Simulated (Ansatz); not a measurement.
Molecule: SnO, net charge 0, singlet state. 
Geometry from a B3LYP-D3(BJ)/def2-TZVP (Ansatz, a program for electronic structure) optimisation:
```xyz
2

Sn     0.0000     0.0000    -0.2526
O      0.0000     0.0000     1.5791
```

Basis-set convergence of Hartree-Fock and CCSD(T) correlation energies (hartree) with Ansatz. Valence correlation only, unless marked. Spin-orbit coupling is left out. The frozen core is the preceding noble-gas configuration, with the filled d and f shells of earlier blocks. Past Kr the def2 sets carry scalar-relativistic core potentials.

The Hartree-Fock reference is unstable (checked in the largest basis), which strains HF and MP2. The T1 diagnostic of CCSD in the largest basis is 0.038, which is high, so the coupled-cluster rows are less sure than usual.

```tsv
basis	functions	E(HF)	E(corr, CCSD(T))
def2-SVP	40	-288.10303	-0.29511
def2-TZVPP	81	-288.21774	-0.35532
def2-QZVPP	139	-288.22388	-0.37783
```

Extrapolating the two largest sets (X = 3 and 4) as X^-3: E(corr) = (64·(-0.37783) - 27·(-0.35532))/37 = -0.3943 Eh, an estimate of the basis-set limit. The largest set recovers 95.8 % of it, the smallest 74.9 %.
